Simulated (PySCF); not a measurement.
PySCF 2.14 output of an unrestricted B3LYP calculation on a single atom or ion in aug-cc-pwCVTZ-PP with ECP28MDF, with scalar relativity through the core potential:

```
SCF conv_tol = 1e-09
number electrons alpha = 10  beta = 9
    P. J. Stephens, F. J. Devlin, C. F. Chabalowski, and M. J. Frisch.,  J. Phys. Chem. 98, 11623 (1994)
cycle= 1 E= -127.510812990177  delta_E= -0.0117  |g|= 0.189  |ddm|= 1.44
cycle= 2 E= -127.46543705558  delta_E= 0.0454  |g|= 0.426  |ddm|= 0.719
cycle= 3 E= -127.522412677798  delta_E= -0.057  |g|= 0.00456  |ddm|= 0.305
cycle= 4 E= -127.522418161717  delta_E= -5.48e-06  |g|= 0.00872  |ddm|= 0.0381
cycle= 5 E= -127.522449106838  delta_E= -3.09e-05  |g|= 0.000616  |ddm|= 0.0331
cycle= 6 E= -127.522449469223  delta_E= -3.62e-07  |g|= 9.61e-05  |ddm|= 0.00616
cycle= 7 E= -127.522449474515  delta_E= -5.29e-09  |g|= 1.53e-05  |ddm|= 0.000613
cycle= 8 E= -127.522449474691  delta_E= -1.76e-10  |g|= 2.46e-07  |ddm|= 8.92e-05
converged SCF energy = -127.522449474691  <S^2> = 0.75085966  2S+1 = 2.0008595
```

The run itself started from symmetry-adapted Hartree-Fock orbitals and held the occupation by maximum overlap, on a logarithmic radial grid, so the iterations belong to that start.

**Question.** Which element, charge and spin multiplicity is this?

**Answer.** Pd⁻ (palladium, charge -1), multiplicity 2; the state was [Kr] 4d10 5s1, 2S determinant.

Energies and moments cover only the electrons outside the core potential. At B3LYP the highest occupied level has a positive energy, so only the finite basis holds that electron; in a semilocal or global hybrid functional this comes from self-interaction and does not mean that the real anion is unbound.
